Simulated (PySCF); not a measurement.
C₄H₁₂O₃Sn, charge -1, doublet, at the geometry of the source list (a state made from the parent by changing its charge; the spin is typed, not shown lowest) (all electrons, no relativity) (in this run its highest filled SCF level lies above zero, so its values depend strongly on the basis, on diffuse functions most of all); SVWN5/3-21G in PySCF.

Here is a job for PySCF.
```python
from pyscf import gto, scf, dft

mol = gto.M(
    atom='''
C    -3.31750000   -0.05390000    0.26770000
C    -2.08630000   -0.64560000   -0.40620000
C    -0.80630000    0.04620000    0.06650000
C     0.39980000   -0.56730000   -0.60880000
Sn    2.26120000    0.33860000    0.06300000
O     2.26010000    2.24970000   -0.32920000
O     2.47740000    0.20180000    2.00600000
O     4.05270000   -0.24920000   -0.57080000
H    -4.21660000   -0.57020000   -0.06140000
H    -3.41660000    1.00090000    0.02240000
H    -3.24220000   -0.14840000    1.34870000
H    -2.02550000   -1.71300000   -0.18000000
H    -2.17730000   -0.53990000   -1.49000000
H    -0.86240000    1.11020000   -0.16460000
H    -0.72120000   -0.05520000    1.14900000
H     0.48130000   -1.63090000   -0.38260000
H     0.36180000   -0.43250000   -1.68940000
H     3.10910000    2.67620000   -0.20800000
H     3.37410000    0.01460000    2.28650000
H     4.09440000   -1.03190000   -1.11890000
''',
    basis='3-21g',
    charge=-1,
    spin=1,
    verbose=4,
)

mf = dft.UKS(mol)
mf.xc = 'lda,vwn'
mf.DIIS = scf.ADIIS
mf.kernel()
```

What the program printed (banner, timings and long lists left out):

```
PySCF version 2.14.0

[INPUT] verbose = 4
[INPUT] num. atoms = 20
[INPUT] num. electrons = 111
[INPUT] charge = -1
[INPUT] spin (= nelec alpha-beta = 2S) = 1
[INPUT] symmetry False subgroup None
[INPUT] Mole.unit = angstrom
[INPUT] Symbol           X                Y                Z      unit          X                Y                Z       unit  Magmom
[INPUT]  1 C     -3.317500000000  -0.053900000000   0.267700000000 AA   -6.269166418245  -0.101856238114   0.505879683546 Bohr   0.0
[INPUT]  2 C     -2.086300000000  -0.645600000000  -0.406200000000 AA   -3.942535613680  -1.220007186019  -0.767606751798 Bohr   0.0
[INPUT]  3 C     -0.806300000000   0.046200000000   0.066500000000 AA   -1.523686174237   0.087305346955   0.125666787284 Bohr   0.0
[INPUT]  4 C      0.399800000000  -0.567300000000  -0.608800000000 AA    0.755512504601  -1.072041630466  -1.150465264635 Bohr   0.0
[INPUT]  5 Sn     2.261200000000   0.338600000000   0.063000000000 AA    4.273048712867   0.639861265778   0.119052745848 Bohr   0.0
[INPUT]  6 O      2.260100000000   2.249700000000  -0.329200000000 AA    4.270970014129   4.251316862434  -0.622097840207 Bohr   0.0
[INPUT]  7 O      2.477400000000   0.201800000000   2.006000000000 AA    4.681607500997   0.381346731937   3.790790605878 Bohr   0.0
[INPUT]  8 O      4.052700000000  -0.249200000000  -0.570800000000 AA    7.658493065025  -0.470919750242  -1.078655671902 Bohr   0.0
[INPUT]  9 H     -4.216600000000  -0.570200000000  -0.061400000000 AA   -7.968219176841  -1.077521836227  -0.116029184048 Bohr   0.0
[INPUT] 10 H     -3.416600000000   1.000900000000   0.022400000000 AA   -6.456438277189   1.891426878077   0.042329865190 Bohr   0.0
[INPUT] 11 H     -3.242200000000  -0.148400000000   1.348700000000 AA   -6.126870041065  -0.280435356885   2.548673624201 Bohr   0.0
[INPUT] 12 H     -2.025500000000  -1.713000000000  -0.180000000000 AA   -3.827640265307  -3.237100851380  -0.340150702422 Bohr   0.0
[INPUT] 13 H     -2.177300000000  -0.539900000000  -1.490000000000 AA   -4.114500691016  -1.020263134653  -2.815691925602 Bohr   0.0
[INPUT] 14 H     -0.862400000000   1.110200000000  -0.164600000000 AA   -1.629699809825   2.097973943492  -0.311048920103 Bohr   0.0
[INPUT] 15 H     -0.721200000000  -0.055200000000   1.149000000000 AA   -1.362870481036  -0.104312882076   2.171295317125 Bohr   0.0
[INPUT] 16 H      0.481300000000  -1.630900000000  -0.382600000000 AA    0.909525183753  -3.081954336553  -0.723009215259 Bohr   0.0
[INPUT] 17 H      0.361800000000  -0.432500000000  -1.689400000000 AA    0.683702911868  -0.817306548874  -3.192503314840 Bohr   0.0
[INPUT] 18 H      3.109100000000   2.676200000000  -0.208000000000 AA    5.875347493885   5.057285054561  -0.393063033910 Bohr   0.0
[INPUT] 19 H      3.374100000000   0.014600000000   2.286500000000 AA    6.376124916895   0.027590001419   4.320858783818 Bohr   0.0
[INPUT] 20 H      4.094400000000  -1.031900000000  -1.118900000000 AA    7.737294644419  -1.950008387939  -2.114414560776 Bohr   0.0

nuclear repulsion = 879.731818140386
number of shells = 72
number of NR pGTOs = 222
number of NR cGTOs = 118
basis = 3-21g
ecp = {}

******** <class 'pyscf.dft.uks.UKS'> ********
method = UKS
initial guess = minao
damping factor = 0
level_shift factor = 0
DIIS = <class 'pyscf.scf.diis.ADIIS'>
diis_start_cycle = 1
diis_space = 8
diis_damp = 0
SCF conv_tol = 1e-09
SCF conv_tol_grad = None
SCF max_cycles = 50
direct_scf = True
direct_scf_tol = 1e-13
number electrons alpha = 56  beta = 55
XC library pyscf.dft.libxc version 7.1.2
    S. Lehtola, C. Steigemann, M. J. T. Oliveira, and M. A. L. Marques,  SoftwareX 7, 1–5 (2018)
XC functionals = lda,vwn
    P. A. M. Dirac,  Math. Proc. Cambridge Philos. Soc. 26, 376 (1930)
    F. Bloch,  Z. Phys. 57, 545 (1929)
    S. H. Vosko, L. Wilk, and M. Nusair,  Can. J. Phys. 58, 1200 (1980)
radial grids:
    Treutler-Ahlrichs [JCP 102, 346 (1995); DOI:10.1063/1.469408] (M4) radial grids

becke partition: Becke, JCP 88, 2547 (1988); DOI:10.1063/1.454033
pruning grids: <function nwchem_prune>
grids dens level: 3
symmetrized grids: False
atomic radii adjust function: <function treutler_atomic_radii_adjust>
small_rho_cutoff = 0
Set gradient conv threshold to 3.16228e-05
tot grids = 238376
init E= -6360.97725914045

cycle= 1 E= -6372.95884418248  delta_E=  -12  |g|= 1.13  |ddm|= 3.26
cycle= 2 E= -6369.70363001409  delta_E= 3.26  |g|= 2.53  |ddm|= 12.2
cycle= 3 E= -6373.1359411619  delta_E= -3.43  |g|= 0.903  |ddm|= 12.1
cycle= 4 E= -6373.43361942869  delta_E= -0.298  |g|= 0.245  |ddm|= 2.14
cycle= 5 E= -6373.3015837251  delta_E= 0.132  |g|= 0.549  |ddm|= 2.43
cycle= 6 E= -6373.46266180203  delta_E= -0.161  |g|= 0.128  |ddm|=  1.1
cycle= 7 E= -6373.47028668863  delta_E= -0.00762  |g|= 0.072  |ddm|= 0.553
cycle= 8 E= -6373.47022199804  delta_E= 6.47e-05  |g|= 0.0791  |ddm|= 0.263
cycle= 9 E= -6373.46990335668  delta_E= 0.000319  |g|= 0.0808  |ddm|= 0.333
cycle= 10 E= -6373.47308389531  delta_E= -0.00318  |g|= 0.00927  |ddm|= 0.217
cycle= 11 E= -6373.47282945781  delta_E= 0.000254  |g|= 0.0243  |ddm|= 0.0752
cycle= 12 E= -6373.47310167414  delta_E= -0.000272  |g|= 0.00705  |ddm|= 0.0413
cycle= 13 E= -6373.47312725715  delta_E= -2.56e-05  |g|= 0.00148  |ddm|= 0.0187
cycle= 14 E= -6373.47312135148  delta_E= 5.91e-06  |g|= 0.00375  |ddm|= 0.0126
cycle= 15 E= -6373.47312779105  delta_E= -6.44e-06  |g|= 0.00107  |ddm|= 0.00644
cycle= 16 E= -6373.47312836055  delta_E= -5.69e-07  |g|= 0.000289  |ddm|= 0.00323
cycle= 17 E= -6373.47312815119  delta_E= 2.09e-07  |g|= 0.000708  |ddm|= 0.0025
cycle= 18 E= -6373.47312838003  delta_E= -2.29e-07  |g|= 0.000215  |ddm|= 0.00144
cycle= 19 E= -6373.47312839237  delta_E= -1.23e-08  |g|= 0.000164  |ddm|= 0.000747
cycle= 20 E= -6373.47312839923  delta_E= -6.86e-09  |g|= 0.000111  |ddm|= 0.000654
cycle= 21 E= -6373.47312840091  delta_E= -1.68e-09  |g|= 9.07e-05  |ddm|= 0.000502
cycle= 22 E= -6373.47312840433  delta_E= -3.43e-09  |g|= 3.95e-05  |ddm|= 0.00017
cycle= 23 E= -6373.47312840507  delta_E= -7.36e-10  |g|= 7.06e-06  |ddm|= 8.61e-05
Extra cycle  E= -6373.4731284049  delta_E= 1.69e-10  |g|= 2.12e-05  |ddm|= 6.91e-05
converged SCF energy = -6373.4731284049  <S^2> = 0.75058045  2S+1 = 2.0005804
```
